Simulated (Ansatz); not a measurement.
This Ansatz (a quantum-chemistry and plane-wave program) input (CCSD(T)/pcseg-4) gives -597.25933 Eh with 307 basis functions. A basis named .json is the Basis Set Exchange file of that set (core-valence sets with the plain set on hydrogen).

Ansatz 0.2 input:
```yaml
crystal:
  periodic: [false, false, false]
  atoms:
    - {symbol: F, position_ang: [-1.21299123, -0.50470806, 0.01613613]}
    - {symbol: S, position_ang: [-0.00574452, 0.55322190, 0.00745691]}
    - {symbol: F, position_ang: [1.22320370, -0.47879753, -0.02939285]}
basis:
  gaussian:
    orbitals: pcseg-4.json
magnetization: {spin_polarized: false}
correlation: {method: ccsd_t, electrons: outside_noble_gas}
```

Change:
```diff
- orbitals: pcseg-4.json
+ orbitals: cc-pV_D+d_Z.json
```

Task: What does the run give now?

Result: -596.87419 Eh (CCSD(T)/cc-pV(D+d)Z, 51 functions), a change of +385.14 mEh.
